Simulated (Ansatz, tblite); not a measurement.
Removing an electron: In12Sb11H32⁻, a nanocrystal cut from zinc blende InSb (hydrogen-capped). Charge -1, multiplicity 1. Geometry: r2SCAN-D4/def2-SVP. Ansatz, gas phase; energy differences of separate SCF runs; the oxidised species was run as a doublet alone.

```xyz
55

Sb   -2.9007   -2.4173    3.6828
Sb    1.8113    3.3532    3.4279
Sb    4.3368    1.1139   -0.1809
Sb   -0.5421   -4.7501    0.6809
Sb    2.8827   -3.0236   -1.0428
Sb    0.8865   -0.6265    2.1291
Sb   -3.0636    1.2049    1.3105
Sb    0.3782    3.1035   -0.7871
Sb   -1.2374   -1.2835   -2.0248
Sb    2.4911    0.4213   -3.8165
Sb   -1.9135    2.3264   -4.4401
In    0.7343    0.9111    4.5285
In   -0.1732   -3.1320    2.9386
In   -4.7453   -0.2655    3.1513
In    3.4251   -1.2975    1.1508
In    0.9438    5.0388    1.2418
In    2.8154    2.6961   -2.0685
In    2.0045   -5.6703   -0.2835
In   -2.6612   -3.3656   -0.6706
In    1.1990   -2.1000   -3.1353
In   -0.5763    0.5469    0.0012
In   -1.3270    4.4909   -2.6193
In   -3.0516   -0.2984   -3.9982
H    -3.8092   -3.8354    3.4274
H    -2.9196   -2.5604    5.3880
H     2.2682    4.3976    4.7057
H     3.4200    2.9212    3.0491
H     5.8291    0.7346   -0.9255
H     5.0181    2.1764    0.9676
H    -1.2588   -6.1211    1.4160
H     4.4009   -3.2219   -1.8102
H    -2.7488    2.7182    2.0316
H    -4.0634    1.8324    0.0789
H     4.0734    0.0470   -4.3476
H     1.9686    0.9968   -5.3352
H    -0.4412    2.0406   -5.2572
H    -2.6752    3.0092   -5.8132
H     1.8477    0.3324    5.7230
H    -0.9581    1.2029    4.8029
H     0.5761   -3.7237    4.3920
H    -4.8506    0.6906    4.5899
H    -6.0530   -0.9064    2.2239
H     4.6870   -1.8434    2.2077
H     2.3366    5.9523    0.7483
H    -0.5451    5.7335    1.7971
H     3.7947    3.9297   -2.7906
H     2.9466   -6.1999    1.0726
H     1.7844   -6.5692   -1.7500
H    -3.4636   -4.3875   -1.8173
H    -3.5011   -2.5439    0.6286
H     1.2417   -3.0962   -4.5550
H    -2.8311    4.8407   -1.8324
H    -0.3730    5.6507   -3.4901
H    -4.5750    0.0142   -3.2307
H    -2.8432   -1.1887   -5.4712
```

In the def2 sets In, Sb take a core potential; there is no spin–orbit coupling. The xTB rows come from tblite. Single mean-field runs in def2-TZVP are fitted with def2-universal-jkfit. HOMO above LUMO, or a gap near zero within one spin, warns that the state may not be the lowest or that an electron is smeared out.

| level | −HOMO (eV) | vertical IE (eV) | −LUMO (eV) | HOMO–LUMO gap (eV) | remarks |
| --- | --- | --- | --- | --- | --- |
| GFN1-xTB | 7.10 | 8.23 | 5.31 | 1.79 | – |
| PBE-D4/def2-TZVP | 3.36 | 4.65 | 0.72 | 2.64 | gap within one spin near zero (doublet) |

(1) Estimate the rows for PBE0-D4/def2-TZVP, r2SCAN0-D4/def2-TZVP.

Results:

(1) 
```
               level  −HOMO (eV)  vertical IE (eV)  −LUMO (eV)  HOMO–LUMO gap (eV)
   PBE0-D4/def2-TZVP        4.14              5.03        0.05                4.09
r2SCAN0-D4/def2-TZVP        4.28              5.10       -0.01                4.29
```

  Raw xTB energy differences between charge states are shifted by several eV; the methods need an empirical correction for them.
